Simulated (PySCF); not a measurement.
Compound: dimethyl(thiophen-2-yl)phosphine oxide, C6H9OPS.
Geometry (PBE0-D3(BJ)/def2-SVP, Å), atoms numbered from 1 in this order:
```xyz
18
C6H9OPS angstrom
C     -1.7639   -1.4230   -0.5123
P     -1.0835   -0.0378    0.4422
C     -1.6720    1.4539   -0.4078
O     -1.3777   -0.0836    1.9090
C      0.6958   -0.0809    0.1286
C      1.6321   -0.1414    1.1342
C      2.9657   -0.1612    0.6430
C      3.0203   -0.1156   -0.7262
S      1.4534   -0.0482   -1.4228
H     -2.8612   -1.4064   -0.4351
H     -1.4650   -1.3756   -1.5703
H     -1.3910   -2.3571   -0.0687
H     -2.7682    1.5032   -0.3294
H     -1.2401    2.3281    0.1001
H     -1.3744    1.4630   -1.4671
H      1.3370   -0.1688    2.1847
H      3.8529   -0.2076    1.2763
H      3.9031   -0.1187   -1.3654
```

Computed, not measured: PySCF, PBE0-D3(BJ)/def2-SVP geometry optimisation, gas phase.

Masses are those of the commonest isotopes; rigid-rotor values at the optimised geometry. The values belong to one conformer with, in the numbering `[CH3:1][P:2]([CH3:3])(=[O:4])[c:5]1[cH:6][cH:7][cH:8][s:9]1`, C1–P2–C5–C6 -125°.

(1) What are A, B and C (GHz)?

(2) Classify the top.

(3) What does the inertial defect say?

(4) Give the other two planar moments, Paa and Pbb, and the rms extents of the mass along the axes.

(5) Where do the levels up to J = 3 lie, in K?

(6) Which lines would a microwave search look for?

(7) Estimate the classical rotational partition function at 50 K, 298.15 K and 500 K.

Results:

(1) Ia = 227.25, Ib = 585.49, Ic = 674.32 u·Å²; 505379 MHz·u·Å²/I gives 2224, 863.2 and 749.5 MHz, that is A = 2.2239, B = 0.8632, C = 0.7495 GHz.

(2) An asymmetric top: κ = (2 × 863.2 − 2224 − 749.5)/(2224 − 749.5) = -0.85.

(3) Not planar: Δ = Ic − Ia − Ib = -138.42 u·Å². For a rigid frame Δ = −2 Σ m c², so Σ m c² = 69.21 u·Å² lies off the ab plane: 19.43 from hydrogen and 49.78 from heavier atoms. The atom farthest from that plane is 2.35 Å away.

(4) Paa = Σ m a² = (Ib + Ic − Ia)/2 = 516.28 and Pbb = Σ m b² = (Ia + Ic − Ib)/2 = 158.04 u·Å². With the mass M = 160.01 u, the rms extents √(P/M) along a, b and c are 1.80, 0.99, 0.66 Å.

(5) Above 0(0,0), as E/k:
J = 1: 1(0,1) 0.077, 1(1,1) 0.143, 1(1,0) 0.148
J = 2: 2(0,2) 0.232, 2(1,2) 0.292, 2(1,1) 0.308, 2(2,1) 0.504, 2(2,0) 0.505
J = 3: 3(0,3) 0.463, 3(1,3) 0.516, 3(1,2) 0.549, 3(2,2) 0.736, 3(2,1) 0.738, 3(3,1) 1.077, 3(3,0) 1.077

(6) The dipole components are |μa| = 1.88 D, |μb| = 3.04 D, |μc| = 0.00 D; the mirror of this Cs structure is the ab plane, so μc vanishes by symmetry (the 0.01 D computed is a residue) and there are no c-type lines. The squared components, which scale the intensities, stand as 0.38 : 1.00 (a : b). Some lines, for components of 0.1 D or more:

```
type  branch         J(Ka,Kc)   MHz  lower level (cm⁻¹)
   a       Q  2(1,1) ← 2(1,2)   341               0.203
   b       Q  1(1,0) ← 1(0,1)  1474               0.054
   b       Q  2(1,1) ← 2(0,2)  1595               0.161
   a       R  1(0,1) ← 0(0,0)  1613               0.000
   b       R  2(0,2) ← 1(1,1)  1858               0.099
   b       R  1(1,1) ← 0(0,0)  2973               0.000
   a       R  2(1,2) ← 1(1,1)  3112               0.099
   a       R  2(0,2) ← 1(0,1)  3218               0.054
   a       R  2(1,1) ← 1(1,0)  3339               0.103
   b       Q  2(2,0) ← 2(1,1)  4089               0.214
   b       Q  2(2,1) ← 2(1,2)  4423               0.203
   b       R  2(1,2) ← 1(0,1)  4472               0.054
   b       R  2(2,1) ← 1(1,0)  7421               0.103
   b       R  2(2,0) ← 1(1,1)  7542               0.099
```

(7) Point group Cs, symmetry number σ = 1; q = (√π/σ)·√((kT/h)³/(ABC)), k/h = 20836.6 MHz/K: 49700 at 50 K, 724000 at 298.15 K, 1570000 at 500 K.

No frequency check. Zero-point vibration and centrifugal distortion are left out. A rigid rotor knows nothing of internal rotation, which can split or shift real lines.
